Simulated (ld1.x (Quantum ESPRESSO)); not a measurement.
What the settings do to the TM potential of cobalt

Base potential:

* Element: Co
* Generator: ld1.x (Quantum ESPRESSO) 7.5
* Type: norm-conserving Troullier–Martins (Kleinman–Bylander form)
* Functional: LDA (PZ)
* Relativity: scalar-relativistic
* Frozen core: [Ar]
* Valence charge: 9
* Reference configuration: 3d7 4s1 4p0 (charge +1)
* Partial waves: 4s (bound): rc 1.60 bohr; 4p (bound, empty): rc 2.55 bohr; 3d (bound): rc 0.95 bohr
* Local potential: the d channel
* Core correction: none

Cutoffs, loose and tight: the cutoffs (Ry, on a coarse ladder) from which the occupation-weighted sum of valence levels, in a spherical-Bessel basis at the reference potential, stays within 10 and 1 mRy of its value at 400 Ry. They do not see the model core or the augmentation charge, which bear on the density cutoff. Test errors are all-electron minus pseudo excitation energies from the reference, over the configurations 3d7 4s2 4p0; 3d7 4s0 4p0; 3d6 4s0 4p0; 3d6 4s2 4p1; 3d8 4s0 4p0; 3d6 4s2 4p0; 3d7 4s1 4p1 (two spin-polarised tests are not counted in the largest error). A dash means not determined; rows that change the core or the reference have their own tests.

A true bound ghost makes a file unfit for plane-wave use even where its test errors are small: the radial tests pick states by their node count and pass the ghost by.

```csv
change,outcome,"cutoff, loose","cutoff, tight",bound ghosts,largest test error (meV)
base,generated,230 Ry,300 Ry,"s, p",-184
wave 4p (bound): rc 2.55 bohr becomes 4p (bound): rc 1.62 bohr,generated,230 Ry,300 Ry,"s, p",-129
wave 4p (bound): rc 2.55 bohr becomes 4p (bound): rc 1.92 bohr,generated,230 Ry,300 Ry,"s, p",-167
wave 4p (bound): rc 2.55 bohr becomes 4p (bound): rc 2.36 bohr,generated,230 Ry,300 Ry,"s, p",-183
wave 4p (bound): rc 2.55 bohr becomes 4p (bound): rc 2.66 bohr,generated,230 Ry,300 Ry,"s, p",-183
wave 4p (bound): rc 2.55 bohr becomes 4p (bound): rc 2.90 bohr,generated,230 Ry,300 Ry,"s, p",-180
wave 4p (bound): rc 2.55 bohr becomes 4p (bound): rc 3.26 bohr,generated,230 Ry,300 Ry,"s, p",-172
wave 4p (bound): rc 2.55 bohr becomes 4p (bound): rc 3.50 bohr,generated,230 Ry,300 Ry,"s, p",-167
wave 4p (bound): rc 2.55 bohr becomes 4p (bound): rc 3.88 bohr,generated,230 Ry,300 Ry,"s, p",-161
```

Reading the sweep of the p radius (base included, trends over the rows without a ghost): Bound ghosts are found at 1.62, 1.92, 2.36, 2.55, 2.66, 2.9, 3.26, 3.5, 3.88 bohr. Every judged row has one, so this setting neither creates nor removes them.
